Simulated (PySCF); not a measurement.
## Assignment exercise: C$_{5}$H$_{10}$FPSi

Cartesian coordinates in Å; atom numbers follow the order of the lines, from 1:
```xyz
18

C     2.9569    0.9993    0.1605
C     1.6920    0.6227   -0.0030
C     1.1660    0.1409   -1.2536
C    -0.0940   -0.2724   -1.4132
F    -0.4546   -0.6922   -2.6576
Si   -1.5230   -0.3983   -0.1626
C    -1.2092   -1.8331    1.0485
P    -1.6215    1.4893    1.0656
H     3.6676    0.9524   -0.6488
H     3.3259    1.3631    1.1034
H     0.9937    0.6780    0.8242
H     1.8430    0.1235   -2.0996
H    -2.7114   -0.6527   -0.9922
H    -1.1639   -2.7852    0.5300
H    -0.2715   -1.6991    1.5810
H    -2.0014   -1.8931    1.7888
H    -3.0024    1.5158    1.1383
H    -1.6010    2.3476   -0.0213
```

- geometry: GFN2-xTB
- PBE0/pcSseg-1 with gauge-including orbitals
- code: PySCF 2.14.0 with density-fitted response routines
- equivalent nuclei averaged, in vacuum, one computed conformer, non-relativistic

Chemical shifts δ = σref − σ; ¹³C, ¹H vs TMS, all at this level.

(1) Assign these signals to the numbered atoms. ¹³C{¹H} NMR (computed): δ 181.5, 138.7, 135.8, 125.2, -0.6.

(2) Assign these signals to the numbered atoms. ¹H NMR (400 MHz, computed): δ 6.90 (m, 1H), 6.82 (m, 1H), 5.55 (m, 1H), 5.47 (m, 1H), 5.11 (m, 1H), 1.38 (m, 2H), 0.44 (m, 3H).

Answers

(1) 
```tsv
δ (ppm)	atoms	environment	reason
181.5	C4	fully substituted alkene carbon	–
138.7	C2	alkene CH	an sp2 carbon of a C=C bond
135.8	C3	alkene CH	–
125.2	C1	terminal =CH2 carbon	as expected for a trigonal carbon in a double bond
-0.6	C7	methyl carbon bonded to Si	an electropositive neighbour leaves it electron-rich and shielded
```

(2) 
| δ (ppm) | atoms | environment | reason |
| --- | --- | --- | --- |
| 6.90 | H11 | hydrogen on an alkene CH | attached to an sp2 carbon and in the plane of the double bond |
| 6.82 | H12 | hydrogen on an alkene CH | – |
| 5.55 | H9 | hydrogen on a terminal =CH2 carbon | attached to an sp2 carbon and in the plane of the double bond |
| 5.47 | H10 | hydrogen on a terminal =CH2 carbon | – |
| 5.11 | H13 | hydrogen on a silicon bonded to 2 C, P | – |
| 1.38 | H17/H18 | hydrogen on a phosphorus bonded to Si | – |
| 0.44 | H14/H15/H16 | hydrogen on a methyl carbon bonded to Si | an electropositive neighbour shields it, as in TMS itself |

H11 and H12; H9 and H10 lie closer than the usual error of such a calculation, so a measured spectrum could show them in the other order.

Splittings by ¹⁹F and ³¹P in the carbon and heteronuclear signals aren't shown, as no couplings were computed. Shifts are as computed. Against solution values, carbons near 30 ppm lie about +3 ppm off and those near 130 ppm about +5 ppm. Of 1309 compounds with measured shifts, 239 miss one by over three times the rms of a fit or turn the order of signals round; such compounds aren't used in these exercises. Multiplicities follow the n + 1 count of equivalent neighbours, as no J values were calculated; m marks all less simple cases, F and P coupling included.
